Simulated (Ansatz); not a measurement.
Several settings on one geometry of BiMe3 (C₃H₉Bi) (that of the charge 0 singlet, PBE0-D4/def2-SVP). Ansatz on 4 threads of Arm Neoverse V2 on a shared host; times are rough.

```xyz
13

Bi    0.0070    0.0042    1.2878
C     1.9048   -0.0076    0.0355
H     2.5268    0.8591    0.2997
H     1.6384    0.0398   -1.0296
H     2.4683   -0.9303    0.2343
C    -0.9464    1.6495    0.0417
H    -0.8262    1.4149   -1.0251
H    -0.4607    2.6096    0.2660
H    -2.0159    1.7202    0.2857
C    -0.9566   -1.6410    0.0497
H    -2.0372   -1.6632    0.2500
H    -0.5190   -2.6118    0.3217
H    -0.7832   -1.4434   -1.0173
```

Totals from different functionals, basis sets or treatments of relativity can't be compared as stabilities.

In the def2 sets Bi takes a core potential; there is no spin–orbit coupling.

The spins typed aren't always the lowest for that charge.

Problem. Give the basis size and estimate the energy, ⟨S²⟩ and time of these runs.

```
run                  method  charge    state                                                                                                       further keys
  1       RKS RPBE/def2-SVP       0  singlet  point_charges: [{charge: 1.00, position_ang: [6.753, 0.681, 0.269]}]; scf: {omitted_lower_state_checks: [starts]}
  2    ROKS ωPBEh/def2-TZVP       1  doublet                                                                                                       forces asked
  3  RKS r2SCAN/def2-mTZVPP       0  singlet                                                                               pseudopotentials: {relativity: none}
  4      UKS ωB97/def2-SVPD       0  singlet                                 nuclear_model: gaussian; scf: {omitted_lower_state_checks: [starts]}; forces asked
```

Solution. 
```
run  functions  energy (Eh)  ⟨S²⟩  wall time
  1        113    -334.3581     –      0.9 s
  2        197    -333.9465     –       12 s
  3        138    -334.4127     –      2.2 s
  4        164    -334.2649  0.00       10 s
```
